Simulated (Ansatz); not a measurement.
Cartesian coordinates in Å:
```
C 1.0567 -0.5133 -1.1967
Si -0.2297 0.5273 -0.3625
F -1.6880 0.1159 -0.8943
C -0.2942 0.2329 1.4974
N -1.3053 -0.2148 2.1229
H 2.0517 -0.2551 -0.8231
H 1.0501 -0.3504 -2.2767
H 0.8862 -1.5749 -1.0043
H -0.0345 1.9706 -0.6547
H 0.5924 0.4459 2.1097
H -2.0854 -0.3841 1.4822
```

The species carries charge 0 and has multiplicity 1.

**Question.** List the PBE/def2-TZVPP orbital energies in eV (Ansatz 0.2.0). (Estimate.)

**Answer.** Ansatz gave: Occupied: -1780.44, -659.92, -380.57, -269.99, -269.00, -138.11, -94.91, -94.81, -94.79, -29.61, -22.60, -17.81, -15.24, -13.43, -11.70, -11.05, -10.69, -10.30, -10.20, -10.10, -9.13, -8.62, -7.87, -5.82. Lowest empty: -2.13, -0.53, 0.42, 0.91, 1.43, 1.68, 1.97, 2.13.
